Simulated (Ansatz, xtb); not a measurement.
This triplet is an excited state, 3.20 eV above the relaxed singlet at the level composite: frozen-core CCSD(T) with HF/cc-pVQZ and the correlation energy extrapolated as X^-3 from cc-pVTZ and cc-pVQZ, plus CCSDT(Q) minus CCSD(T) in cc-pVDZ // PBE0-D3(BJ)/def2-TZVP (Ansatz, an electronic-structure program).

Species: F$_{2}$Si, SMILES `F[Si]F` (excited triplet) (charge 0, multiplicity 3).

Give a relaxed geometry from xtb 6.7.1 with GFN2-xTB.

the end point of this relaxation (outside a Z-matrix the atoms follow the SMILES, hydrogens last).
Z-matrix (Å, degrees):
```
Si
F 1 1.6296
F 1 1.6296 2 105.60
```
